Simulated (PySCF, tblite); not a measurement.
A set of runs on `[O]COC[C@H]1CCO1` [radical]; the geometry of each is named by its level. Settings lines and outputs come from a driver script.

Compound: C5H9O3 (doublet state).
Atom-mapped SMILES: `[O:1][CH2:2][O:3][CH2:4][C@H:5]1[CH2:6][CH2:7][O:8]1` (hydrogens: H9, H10 on C2; H11, H12 on C4; H13 on C5; H14, H15 on C6; H16, H17 on C7)

Step 1: GFN2-xTB geometry optimisation, gas phase (tblite 0.8.0) (from a force-field or distance-geometry start)
```json
{"job": {"kind": "relax", "xc": "GFN2-xTB", "basis": "xTB"}, "charge": 0, "multiplicity": 2}
```
```
step      E/eV     max force
  0    -744.26088    3.493
  1    -744.65090    1.210
  2    -744.72318    1.059
...
138    -745.14120    0.023
139    -745.14128    0.014
140    -745.14132    0.010
141    -745.14133    0.015
142    -745.14134    0.007
```

Energy lowered by 20.3 kcal/mol over 142 steps; largest atomic force 0.007 eV/Å at the end. «max force» is the largest atomic force in eV/Å.

Hardware: one thread of an Arm Neoverse V2 (shared host). Cost: 0.7 s wall.

Step 2: GFN2-xTB harmonic vibrations, gas phase (tblite 0.8.0) (on the GFN2-xTB geometry)
```json
{"job": {"kind": "ir", "xc": "GFN2-xTB", "basis": "xTB"}, "charge": 0, "multiplicity": 2}
```
```
(table of modes left out)
```

45 modes from 50 to 3048 cm⁻¹ (unscaled, harmonic); zero-point energy 83.9 kcal/mol; all wavenumbers are real at this level.

Time: 0.41 s wall. Hardware: an Arm Neoverse V2 with one thread, on a shared host.

Step 3: UKS B3LYP, pcH-1 on C H O, non-relativistic, mean-field spin-orbit, GIAO (PySCF 2.14.0) (on the GFN2-xTB geometry)
```json
{"job": {"kind": "epr", "basis": "pcH-1"}, "charge": 0, "multiplicity": 2}
```
```
...
E = -421.52129159 Eh   <S^2> = 0.7555 (exact 0.7500)
g shifts (ppm)      1          2          3
  rmc          -262       -262       -262
  gc             -8         38         47
  oz_so           0       6259      17834
  total        -269       6035      17619
hyperfine (MHz)  atom isotope    a_iso     a_fc   dipolar eigenvalues
    0   17O     -41.12     -41.12   -201.06     99.35    101.70
    1   13C     -66.92     -66.92     -8.21      2.33      5.88
    2   17O      -2.93      -2.93    -31.79     15.62     16.17
    3   13C      -5.98      -5.98     -1.49      0.29      1.20
    4   13C      12.19      12.19     -1.99     -1.35      3.34
    5   13C       0.18       0.18     -0.79     -0.28      1.07
    6   13C      -0.29      -0.29     -0.25     -0.08      0.33
    7   17O      -0.69      -0.69     -2.81      1.32      1.50
    8    1H     371.36     371.36     -7.91     -4.75     12.66
    9    1H     385.20     385.20     -8.12     -4.52     12.63
   10    1H       5.31       5.31     -2.02     -1.39      3.41
   11    1H      10.59      10.59     -4.95     -2.51      7.46
   12    1H       1.03       1.03     -1.57     -0.91      2.48
   13    1H       0.19       0.19     -4.67     -4.02      8.69
   14    1H       0.08       0.08     -1.23     -1.17      2.40
...
```

⟨S²⟩ 0.756; g_iso 2.0101. rmc, gc and oz_so are the mass-correction, gauge-correction and orbital-Zeeman/spin–orbit parts of the g shift along its three principal axes; a_iso is the isotropic hyperfine coupling and a_fc its Fermi-contact part. The log counts atoms from 0, this text from 1.

Time: 79 s (with the writing of density and orbital grids); peak memory 1.1 GiB. Hardware: one thread of an Arm Neoverse V2, no GPU, shared host.

Geometry of the electronic-property runs (GFN2-xTB):
```
atom  x, y, z in Å
O1     1.8894    1.1953    0.5602
C2     2.3451    0.0078    0.5512
O3     1.7442   -0.9676   -0.2963
C4     0.6812   -0.5282   -1.0934
C5    -0.6901   -0.7282   -0.4130
C6    -1.1659    0.3966    0.5157
C7    -2.2207    0.6462   -0.5646
O8    -1.7588   -0.4800   -1.3201
H9     3.4381   -0.0549    0.2835
H10    2.3431   -0.4770    1.5681
H11    0.6939   -1.1330   -2.0041
H12    0.8080    0.5345   -1.3347
H13   -0.7287   -1.7462   -0.0077
H14   -0.4473    1.1951    0.6742
H15   -1.5637    0.0533    1.4670
H16   -3.2630    0.5199   -0.2622
H17   -2.1116    1.5783   -1.1253
```

 (This holds for the electronic-property runs.)

One conformer stands for the species.
